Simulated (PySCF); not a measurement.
BFHO, SMILES B(=[OH+])F, charge +1. Atoms are numbered in the order given.

```xyz
4

O      0.0000     0.0000     1.1964
B      0.0000     0.0000    -0.0336
F      0.0000     0.0000    -1.2860
H      0.0000     0.0000     2.1708
```
Charge +1, spin multiplicity 1.

Coordinates come from a PBE-D3(BJ)/def2-TZVP optimisation. The geometry has at least one imaginary mode, so it is a saddle point at that level. The isomer is the one that the SMILES or the coordinates give; other isomers of the formula were not compared.

All values below come from PBE-D3(BJ)/def2-TZVP in PySCF.

No scaling factor is applied to the harmonic values.

Modes within 1.5 cm⁻¹ of each other (mostly degenerate sets) share a row, with their intensities summed.

```tsv
mode	ν (cm⁻¹)	IR (km/mol)	moving atoms (share of kinetic energy)
1–2	345i	516.5	H 78 %, O 16 %
3–4	444	49.0	B 71 %, F 12 %, H 11 %
5	1047	11.2	F 52 %, O 43 %
6	2118	439.6	B 76 %, O 15 %
7	3720	887.5	H 92 %
```
